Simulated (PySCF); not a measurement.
Sb (antimony, neutral) across methods

[Kr] 4d10 5s2 5p2 6s1, high-spin 4P determinant (an excited configuration). All numbers are calculated (PySCF 2.14, scalar relativity by spin-free X2C-1e, in aug-cc-pwCVTZ-DK3 with one added diffuse shell each of s, p, d, f type (11s10p8d5f1g, 125 functions)).

```
 method  E (hartree)  mean ε 5s β (eV)  mean ε 5p α (eV)  mean ε 6s α (eV)  Σ⟨r²⟩ (bohr²)   ⟨S²⟩
   PBE0     -6479.98           -16.229            -9.351            -2.324          96.93  3.753
 r2SCAN     -6480.32           -15.403            -8.665            -1.981          97.41  3.754
    UHF  -6477.53484           -18.024           -12.193            -3.031          103.5  3.760
    LDA     -6474.14           -15.665            -8.252            -2.067          94.44  3.751
 revPBE     -6480.17           -15.114            -8.189            -1.967          96.13  3.752
wB97M-V     -6479.86           -18.568           -11.432            -3.149          98.43  3.753
    PBE     -6479.91           -15.252            -8.202            -1.990          95.81  3.752
  B97-3     -6479.95           -16.236            -9.258            -2.259          97.31  3.753
```

The outer electron is Rydberg-like, and this basis confines it to a smaller radius and binds it less than a complete one would.
